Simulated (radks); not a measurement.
Results of a calculation; reference values are marked as such.
Coulomb parameter of the 5d shell of neutral rhenium in the model configuration [Xe] 4f14 5d6 6s1, as a second difference U = [E(n + 0.5) + E(n - 0.5) - 2 E(n)] / (0.5)^2 with all orbitals relaxed. "Bare": the charge of the atom changes with n. "Screened": the 6s shell takes up the change at fixed total charge, which measures U(5d,5d) + U(6s,6s) - 2 U(5d,6s). Level of theory: Dirac Kohn-Sham, BLYP, spin-unpolarised, spherical densities, point nucleus; open shells are shared between the two j in proportion to 2j + 1 (a radial shooting solver on a logarithmic mesh with Libxc functionals).

[
 {"case": "start", "configuration": "[Xe] 4f14 5d6 6s1", "E - E(n) (eV)": "0.000"},
 {"case": "bare +0.5", "configuration": "[Xe] 4f14 5d6.5 6s1", "E - E(n) (eV)": "-1.044"},
 {"case": "bare -0.5", "configuration": "[Xe] 4f14 5d5.5 6s1", "E - E(n) (eV)": "2.988"},
 {"case": "screened +0.5", "configuration": "[Xe] 4f14 5d6.5 6s0.5", "E - E(n) (eV)": "0.746"},
 {"case": "screened -0.5", "configuration": "[Xe] 4f14 5d5.5 6s1.5", "E - E(n) (eV)": "-0.584"}
]

U(bare) = 7.775 eV, U(screened by 6s) = 0.646 eV. The step up makes a negative ion, whose loosely bound charge lowers the bare value.
